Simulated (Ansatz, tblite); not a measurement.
Spin states of the cluster Na2Se, each relaxed with PBE-D4/def2-TZVP in Ansatz. Electronic energies in the gas phase.

The xTB rows come from tblite. Correlated methods freeze 11 core orbitals; core or outer-core shells of Na, Se are correlated, in sets that lack core-valence functions. The structure comes from a short search, and lower isomers may exist.

Singlet geometry (C2v within 0.1 Å):

```xyz
3

Na   -0.2510   -2.0869    0.3490
Na   -0.7123    2.0071   -0.0646
Se    0.9634    0.0798   -0.2844
```

Triplet geometry (C2v within 0.1 Å):

```xyz
3

Na   -1.380   -1.161    0.253
Na    0.008    1.743   -0.526
Se    1.371   -0.582    0.273
```

Quintet geometry (D∞h within 0.1 Å):

```csv
atom,x (Å),y (Å),z (Å)
Na1,-2.005,-0.785,-2.991
Na2,2.005,0.779,2.992
Se3,0.000,0.005,-0.001
```

⟨S²⟩: triplet 2.00 at PBE0-D4/def2-TZVP (pure 2.00), quintet 6.00 at PBE0-D4/def2-TZVP (pure 6.00).

Only these spin states were relaxed. The triplet has other bonds than the singlet, so the gap mixes isomer and spin. The quintet has other bonds than the singlet, so the gap mixes isomer and spin.

| level | triplet − singlet (kcal/mol) | quintet − singlet (kcal/mol) | lowest of these |
| --- | --- | --- | --- |
| LDA (SPW92)/def2-TZVP | 38.2 | 119.5 | singlet |
| PBE-D4/def2-TZVP | 31.8 | 103.6 | singlet |
| revPBE-D4/def2-TZVP | 30.2 | 98.3 | singlet |
| RPA@PBE/def2-TZVP | 26.1 | 92.3 | singlet |

Question: Estimate the rows for GFN1-xTB, BLYP-D4/def2-TZVP, PBE0-D4/def2-TZVP, MP2/def2-TZVP.

Answer: 
| level | triplet − singlet (kcal/mol) | quintet − singlet (kcal/mol) | lowest of these |
| --- | --- | --- | --- |
| GFN1-xTB | 50.9 | 212.0 | singlet |
| BLYP-D4/def2-TZVP | 32.3 | 101.0 | singlet |
| PBE0-D4/def2-TZVP | 29.7 | 100.9 | singlet |
| MP2/def2-TZVP | 33.8 | 103.8 | singlet |

The xTB methods have no term that favours high spin, so they put low spin too low.
